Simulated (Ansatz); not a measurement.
The first iterations of a band of BFH3N + H2O (9 atoms, charge 0, multiplicity 1).

The calculation used Ansatz 0.2.0, RHF/def2-SVP.

```
movable images  : 9
climbing image  : yes
spring          : 5.0 eV/Å²
optimiser       : quadratic models (default)
start path      : through a guess of the saddle point
force threshold : 0.05 eV/Å
iteration limit : 60
end points      : relaxed
```

Image 0:

```xyz
9
Properties=species:S:1:pos:R:3
B 0.063 -0.265 -0.276
F -0.012 -0.637 1.007
N 1.302 -0.287 -0.904
H 2.141 -0.568 -0.438
H 1.425 -0.022 -1.858
H -0.940 0.040 -0.847
O -0.038 2.268 1.494
H 0.894 2.306 1.649
H -0.319 1.460 1.901
```

Image 10:

```xyz
9
Properties=species:S:1:pos:R:3
B 0.477 0.089 -0.213
F -1.542 1.042 2.687
N 1.517 0.086 -1.149
H 1.551 -0.582 -1.890
H 2.284 0.726 -1.155
H -0.404 -0.719 -0.282
O 0.408 0.997 0.814
H 1.108 1.631 0.861
H -0.885 1.028 2.054
```

| iteration | highest image above the first end (eV) | largest band force component (eV/Å) |
| --- | --- | --- |
| 1 | 7.458 | 15.053 |
| 2 | 4.247 | 3.635 |
| 3 | 3.112 | 2.829 |
| 4 | 2.229 | 2.111 |
| 5 | 1.964 | 1.627 |
| 6 | 1.768 | 1.002 |
| 7 | 1.692 | 0.813 |
| 8 | 1.467 | 0.758 |
| 9 | 1.448 | 1.628 |
| 10 | 1.858 | 1.144 |
| 11 | 1.902 | 0.847 |

Task: Does the band converge within its limit, and where does its top end?

Result: It converged. It ended after 33 iterations with the highest image 1.778 eV above the first end. The profile has 2 maxima (images 2, 5) with wells between them (image 3): this band takes more than one step, which may be the mechanism or a detour left from its start path. Neighbouring images differ by up to 1.8 eV, so the band resolves the path poorly. A vibrational analysis at the climbing image gives one clearly imaginary mode, 1447i cm⁻¹: a first-order saddle point. The orbitals stay closed-shell, which can raise the energy where a bond breaks towards radicals; this wasn't checked here.

The run took 5.5 min on 1 thread of Arm Neoverse V1, with other jobs on the host, peak memory 0.15 GiB.
